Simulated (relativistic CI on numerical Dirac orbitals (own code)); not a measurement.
# Sensitivity of the levels of W XXXIX to α and to the nuclear radius

Calculated at this level of theory: Dirac-Coulomb-Breit CI, separate exchange-only KLI orbitals for each configuration, derivatives by finite differences, unscaled Slater integrals, QED left out (own radial code, finite nucleus).

Configurations in the expansion (outside the closed core [Ar] 3d10): 4s²4p⁶, 4s²4p⁵4d, 4s4p⁶4d, 4s²4p⁵4f, 4s4p⁶4f, 4p⁶4d², 4p⁵4d³, 4p⁵4d²4f. Double excitations out of closed p, d and f shells are left out; levels of such configurations are missing from the list, as are those of other unlisted configurations, and high levels can miss mixing partners.

With x = (α/α₀)² − 1 an excitation energy changes as ω = ω₀ + qx; K = 2q/ω₀ is the relative enhancement. Terms are leading LS components, so labels can repeat. The field-shift factor is F = δν/δ⟨r²⟩ for the transition from the lowest level.

Lowest level 4s²4p⁶ ¹S0.

```
        Level  ω₀ (cm⁻¹)   q (cm⁻¹)  F (GHz/fm²)
4s²4p⁵4d ³P°0    1199642      49030         9.97
4s²4p⁵4d ³P°1    1236836      61360         10.3
4s²4p⁵4d ³F°3    1261350      51260         8.89
4s²4p⁵4d ³D°2    1273095      52570         9.88
4s²4p⁵4d ³F°4    1386439     208100         12.4
4s²4p⁵4d ¹D°2    1407351     209700         13.8
4s²4p⁵4d ³D°3    1452619     207700         14.6
4s²4p⁵4d ³D°1    1582036     253700         5.35
4s²4p⁵4d ³F°2    1985321     944400         -118
4s²4p⁵4d ³P°2    2147168  1.103e+06         -112
4s²4p⁵4d ³F°3    2167217  1.105e+06         -113
4s²4p⁵4d ¹P°1    2171630     899000         -106
 4s²4p⁵4f ³D1    2787569     629500         -984
```

At this charge energies of transitions that change n are usually good to better than 1 %, and those within a shell (Δn = 0) to a few per cent.

Q: Which transition from the lowest level has the largest |K|?

A: 4s²4p⁵4d ³P°2 at 2147168 cm⁻¹, K = 1.03.
